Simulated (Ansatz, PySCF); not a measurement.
Molecule: SbBr2 (charge 0, doublet). SMILES: [Br][Sb][Br]
Geometry: optimised at B3LYP-D3(BJ)/def2-TZVP (Ansatz, a quantum-chemistry and plane-wave program).

Wanted: atomisation energy, in kcal/mol. Conventions: LANL2DZ with its own core potentials from Na on; dispersion terms only where a functional's name holds one; atomisation electronic, to ground-state atoms; def2 sets with scalar-relativistic core potentials past Kr; STO-3G and 3-21G all-electron and non-relativistic; UHF or UKS for open shells; no spin-orbit coupling; valence correlation only (noble-gas shells and the d and f shells of earlier blocks). Ab initio and DFT rows: single points at B3LYP-D3(BJ) geometries (Ansatz).

```tsv
level	program	atomisation energy (kcal/mol)
HF/STO-3G	Ansatz	94.4
HF/3-21G	Ansatz	40.6
SVWN5/LANL2DZ	Ansatz	128.7
PBE/3-21G	Ansatz	119.2
PBE/LANL2DZ	Ansatz	108.4
PBE/def2-SVP	Ansatz	136.9
BLYP/LANL2DZ	Ansatz	100.1
BP86/LANL2DZ	PySCF	108.0
BP86/def2-SVP	PySCF	135.8
B3LYP/3-21G	Ansatz	107.4
B3LYP/def2-SVP	Ansatz	125.6
M06-2X/LANL2DZ	PySCF	105.3
MP2/LANL2DZ	Ansatz	59.2
PBE/def2-TZVPD	Ansatz	140.0
```

No value to compare with is used here. The 13 habitual levels span 40.6 (HF/3-21G) to 136.9 kcal/mol (PBE/def2-SVP); PBE/def2-TZVPD gives 140.0.

The levels are drawn from those run, B3LYP/6-31G* more often than the rest, none by its result; left out are runs that failed, that the program found above a lower state of the same kind, or whose <S^2> lies over 0.5 above the pure value.
